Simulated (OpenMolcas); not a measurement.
Rh3+ (d6) among equal point charges was computed by CASSCF with the d shell active (OpenMolcas, ANO-RCC-VDZP on the metal). Its lowest spin-free states, and all those of the highest spin:

```csv
2S+1,Degeneracy,E (cm-1)
5,2,0.0
5,2,1109
5,1,8581
3,1,15003
3,1,16279
3,1,16313
3,2,17048
3,2,19773
3,2,20109
3,2,20934
3,1,21070
3,2,22174
```

Is the site octahedral, tetrahedral or cube-like, axial, or of lower symmetry?

The states with 2S+1 = 5 have orbital degeneracies 2, 2, 1. There are pairs but no triples, so the site is axial: not cubic, but with a proper or improper axis of order three or more. The run had Rh3+ among 5 point charges of -2 e arranged as a trigonal bipyramid (D3h), 2.15 Å from the ion, with the axial distance 2.107 Å.

An orbital doublet at a regular site is open to a Jahn-Teller distortion, which this geometry leaves out. Without dynamic correlation the repulsion within the d shell is too large (B by tens of per cent), so at a given field states of lower spin stand too high. Point charges give a weaker field than real ligands, and real ions of this kind are as a rule low spin; the high spin found here belongs to the model. This is an electrostatic model: the charges have no orbitals. No measured value stands beside these numbers.
